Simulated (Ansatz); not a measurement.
`[OH][Ge]([OH])([OH])[SiH3]` + `B[Si](O)(F)Cl` → `B[Si](F)(Cl)O[SiH3]` + `[OH][GeH]([OH])[OH]`  (cleavage of the Si–Ge bond)

Calculated with Ansatz (gas phase, PBE0-D4/def2-TZVP geometries, no zero-point term in ΔE). CCSD(T)/CBS adds triple-zeta CCSD(T) − MP2 to the extrapolated MP2 energy (def2 sets, frozen cores). Functionals use def2-TZVPP. B3LYP here is the variant with VWN-RPA as its local correlation; programs differ in this. For Ge outer-core shells are correlated without core-valence functions, which leaves a few kJ/mol of doubt a bond. Scalar relativity is left out up to krypton. One conformer a species, not always the lowest.

```tsv
level	ΔE (kJ/mol)	difference from CCSD(T)/CBS
PBE-D4	-60.8	26.2
r2SCAN-D4	-80.5	6.5
ωB97X-V	-85.4	1.6
r2SCAN	-80.3	6.7
B3LYP	-83.8	3.2
CCSD/def2-TZVPP	-92.6	-5.6
MP2/def2-QZVPP	-93.9	-6.9
SCS-MP2/def2-QZVPP	-99.2	-12.2
HF/CBS(def2)	-119.8	-32.8
CCSD/CBS(def2)	-90.9	-3.9
CCSD(T)/CBS	-87.0	0
```

Largest T1 diagnostic among the species: 0.013.

In def2-TZVPP, CCSD(T) changes the Hartree–Fock value by +27.4 kJ/mol (the triples alone add +3.9 kJ/mol) and MP2 by +22.4 kJ/mol. From PBE to PBE0 (25 % exact exchange), in def2-TZVPP and without D4, ΔE moves by −11.0 kJ/mol.
